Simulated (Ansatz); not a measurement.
Ansatz (an electronic-structure program) input (B3LYP-D3(BJ)/def2-TZVP):

Ansatz 0.2 input:
```yaml
crystal:
  periodic: [false, false, false]
  atoms:
    - {symbol: Se, position_ang: [2.38760926, 1.02347267, -0.06306363]}
    - {symbol: Se, position_ang: [0.57735651, 0.52282827, -1.23288696]}
    - {symbol: C, position_ang: [-0.59962506, -0.27048488, 0.13464929]}
    - {symbol: H, position_ang: [-1.51314695, -0.58982219, -0.35663546]}
    - {symbol: H, position_ang: [-0.81767206, 0.47926830, 0.89075217]}
    - {symbol: H, position_ang: [-0.09334545, -1.12009442, 0.58517350]}
basis:
  gaussian:
    orbitals: def2-TZVP
hamiltonian:
  xc: b3lyp
  dispersion: d3bj
magnetization: {spin_polarized: true, initial_magnetization: 1}
relax: {f_tol: 0.002, max_steps: 150}
```

Output:

```
Functional definition: B3LYP
integrals: 0.07 GiB planned
1130 factors; their error is unknown
mean field: 1.05 GiB planned
mean field evaluation 1: about -131781.1338 eV, gradient 3.7e1 eV
mean field evaluation 2: about -131774.7707 eV, gradient 4.8e1 eV
mean field evaluation 4: about -131787.1416 eV, gradient 2.1e0 eV
mean field evaluation 8: about -131787.8105 eV, gradient 3.5e-1 eV
mean field evaluation 16: about -131787.8108 eV, gradient 1.0e-4 eV
mean field -131787.81081132 eV, -4843.1127183296 hartree, gradient 2.7e-5 eV, S^2 0.753551; 2 other end points of the search recorded, 0 dependent functions left out
the calculation of the forces begins
reference -131787.81103054 eV, -4843.1127263857 hartree; 39, 38 occupied and 106, 107 virtual orbitals, 1130 factors
relax step   1: F+E_penalty+E_count = -131788.07334858 eV  Δ(F+E_penalty+E_count) = +0.000e0 eV  max|allowed force component| = 6.283e-1 eV/Å  Δτ_max = 0.0000 Å  (45 SCF iters, accepted)
these checks for a lower state are left out or cut short: starts, cluster_reference, orbital_swaps, neighbouring_geometries, increment
integrals: 0.07 GiB planned
1130 factors; their error is unknown
mean field: 1.05 GiB planned
mean field -131787.82828759 eV, -4843.1133605704 hartree, gradient 1.7e-5 eV, S^2 0.753564; 0 other end points of the search recorded, 0 dependent functions left out
the calculation of the forces begins
reference -131787.82850712 eV, -4843.1133686380 hartree; 39, 38 occupied and 106, 107 virtual orbitals, 1130 factors
relax step   2: F+E_penalty+E_count = -131788.08822227 eV  Δ(F+E_penalty+E_count) = -1.487e-2 eV  max|allowed force component| = 1.299e-1 eV/Å  Δτ_max = 0.0506 Å  (41 SCF iters, accepted)
these checks for a lower state are left out or cut short: starts, cluster_reference, orbital_swaps, neighbouring_geometries, increment
integrals: 0.07 GiB planned
1130 factors; their error is unknown
mean field: 1.05 GiB planned
mean field evaluation 32: about -131787.1788 eV, gradient 6.5e-1 eV
mean field -131787.82866271 eV, -4843.1133743561 hartree, gradient 1.9e-5 eV, S^2 0.753556; 0 other end points of the search recorded, 0 dependent functions left out
the calculation of the forces begins
reference -131787.82888232 eV, -4843.1133824264 hartree; 39, 38 occupied and 106, 107 virtual orbitals, 1130 factors
relax step   3: F+E_penalty+E_count = -131788.08938595 eV  Δ(F+E_penalty+E_count) = -1.164e-3 eV  max|allowed force component| = 3.959e-2 eV/Å  Δτ_max = 0.0152 Å  (39 SCF iters, accepted)
these checks for a lower state are left out or cut short: starts, cluster_reference, orbital_swaps, neighbouring_geometries, increment
integrals: 0.07 GiB planned
1130 factors; their error is unknown
mean field: 1.05 GiB planned
mean field -131787.82889080 eV, -4843.1133827381 hartree, gradient 1.0e-5 eV, S^2 0.753558; 0 other end points of the search recorded, 0 dependent functions left out
the calculation of the forces begins
reference -131787.82911037 eV, -4843.1133908073 hartree; 39, 38 occupied and 106, 107 virtual orbitals, 1130 factors
relax step   4: F+E_penalty+E_count = -131788.08952336 eV  Δ(F+E_penalty+E_count) = -1.374e-4 eV  max|allowed force component| = 1.388e-2 eV/Å  Δτ_max = 0.0033 Å  (40 SCF iters, accepted)
these checks for a lower state are left out or cut short: starts, cluster_reference, orbital_swaps, neighbouring_geometries, increment
integrals: 0.07 GiB planned
1130 factors; their error is unknown
mean field: 1.05 GiB planned
mean field -131787.82897137 eV, -4843.1133856990 hartree, gradient 9.7e-6 eV, S^2 0.753558; 0 other end points of the search recorded, 0 dependent functions left out
the calculation of the forces begins
reference -131787.82919096 eV, -4843.1133937688 hartree; 39, 38 occupied and 106, 107 virtual orbitals, 1130 factors
relax step   5: F+E_penalty+E_count = -131788.08958446 eV  Δ(F+E_penalty+E_count) = -6.110e-5 eV  max|allowed force component| = 6.592e-3 eV/Å  Δτ_max = 0.0104 Å  (43 SCF iters, accepted)
these checks for a lower state are left out or cut short: starts, cluster_reference, orbital_swaps, neighbouring_geometries, increment
integrals: 0.07 GiB planned
1130 factors; their error is unknown
mean field: 1.05 GiB planned
mean field -131787.82895302 eV, -4843.1133850245 hartree, gradient 9.3e-6 eV, S^2 0.753557; 0 other end points of the search recorded, 0 dependent functions left out
the calculation of the forces begins
reference -131787.82917262 eV, -4843.1133930947 hartree; 39, 38 occupied and 106, 107 virtual orbitals, 1130 factors
relax step   6: F+E_penalty+E_count = -131788.08959819 eV  Δ(F+E_penalty+E_count) = -1.373e-5 eV  max|allowed force component| = 1.039e-2 eV/Å  Δτ_max = 0.0065 Å  (43 SCF iters, accepted)
these checks for a lower state are left out or cut short: starts, cluster_reference, orbital_swaps, neighbouring_geometries, increment
integrals: 0.07 GiB planned
1130 factors; their error is unknown
mean field: 1.05 GiB planned
mean field evaluation 64: about -131787.8290 eV, gradient 1.8e-3 eV
mean field -131787.82899702 eV, -4843.1133866418 hartree, gradient 1.7e-5 eV, S^2 0.753558; 0 other end points of the search recorded, 0 dependent functions left out
the calculation of the forces begins
reference -131787.82921662 eV, -4843.1133947117 hartree; 39, 38 occupied and 106, 107 virtual orbitals, 1130 factors
relax step   7: F+E_penalty+E_count = -131788.08960560 eV  Δ(F+E_penalty+E_count) = -7.419e-6 eV  max|allowed force component| = 2.056e-3 eV/Å  Δτ_max = 0.0026 Å  (42 SCF iters, accepted)
these checks for a lower state are left out or cut short: starts, cluster_reference, orbital_swaps, neighbouring_geometries, increment
integrals: 0.07 GiB planned
1130 factors; their error is unknown
mean field: 1.05 GiB planned
mean field -131787.82896946 eV, -4843.1133856288 hartree, gradient 1.5e-5 eV, S^2 0.753558; 0 other end points of the search recorded, 0 dependent functions left out
the calculation of the forces begins
reference -131787.82918905 eV, -4843.1133936987 hartree; 39, 38 occupied and 106, 107 virtual orbitals, 1130 factors
relax step   8: F+E_penalty+E_count = -131788.08960679 eV  Δ(F+E_penalty+E_count) = -1.186e-6 eV  max|allowed force component| = 9.172e-4 eV/Å  Δτ_max = 0.0013 Å  (41 SCF iters, accepted)
integrals: 0.07 GiB planned
1130 factors; their error is unknown
mean field: 1.05 GiB planned
mean field evaluation 96: about -131787.8290 eV, gradient 4.2e-4 eV
mean field -131787.82896946 eV, -4843.1133856288 hartree, gradient 1.0e-5 eV, S^2 0.753558; 3 other end points of the search recorded, 0 dependent functions left out
the calculation of the forces begins
reference -131787.82918905 eV, -4843.1133936987 hartree; 39, 38 occupied and 106, 107 virtual orbitals, 1130 factors
Total energy: -131788.08982639 eV, -4843.1229719440 hartree
Atom 0 at     2.413517     1.058649    -0.059030 Å, force     0.000690     0.000408    -0.000088 eV/Å
Atom 1 at     0.574609     0.499223    -1.236348 Å, force    -0.000276    -0.000144     0.000829 eV/Å
Atom 2 at    -0.605616    -0.277126     0.139903 Å, force    -0.000918    -0.000600    -0.000379 eV/Å
Atom 3 at    -1.525932    -0.576472    -0.359791 Å, force    -0.000318    -0.000035    -0.000193 eV/Å
Atom 4 at    -0.805935     0.478432     0.893943 Å, force     0.000583     0.000343    -0.000200 eV/Å
Atom 5 at    -0.109467    -1.137539     0.579313 Å, force     0.000238     0.000029     0.000031 eV/Å
Dipole moment:    -0.450921    -0.206049     0.063103 e Å
```

It need not be the lowest isomer of its formula.
